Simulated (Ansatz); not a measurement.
Mulliken charges of `[NH]=[Mo](=[NH])([F])[Cl]` from PBE/def2-TZVPP in Ansatz (PBE0-D4/def2-TZVP geometry).

```json
{"atom": "N1", "x (Å)": "-1.136", "y (Å)": "0.440", "z (Å)": "0.806", "charge (e)": "-0.523"}
{"atom": "Mo2", "x (Å)": "-0.134", "y (Å)": "-0.011", "z (Å)": "-0.507", "charge (e)": "1.314"}
{"atom": "N3", "x (Å)": "1.307", "y (Å)": "-0.698", "z (Å)": "0.115", "charge (e)": "-0.523"}
{"atom": "F4", "x (Å)": "-1.017", "y (Å)": "-1.293", "z (Å)": "-1.517", "charge (e)": "-0.355"}
{"atom": "Cl5", "x (Å)": "0.439", "y (Å)": "1.888", "z (Å)": "-1.611", "charge (e)": "-0.303"}
{"atom": "H6", "x (Å)": "-1.323", "y (Å)": "0.560", "z (Å)": "1.794", "charge (e)": "0.195"}
{"atom": "H7", "x (Å)": "1.925", "y (Å)": "-0.953", "z (Å)": "0.874", "charge (e)": "0.195"}
```

By hand: the dipole of these point charges (1 e Å = 4.8032 D).

Σ q r = (0.080, -0.069, 0.399) e Å, of length 0.413 e Å = 1.98 D.

How does the dipole of the full density compare? (Estimate.)

Ansatz gave: (0.144, -0.063, 0.612) e Å, 3.03 D; the point charges give 0.65 times that, at 4° from its direction.

Point charges leave out the atoms' own dipoles, such as those of lone pairs, and Mulliken's split depends on the basis, so the two needn't agree.
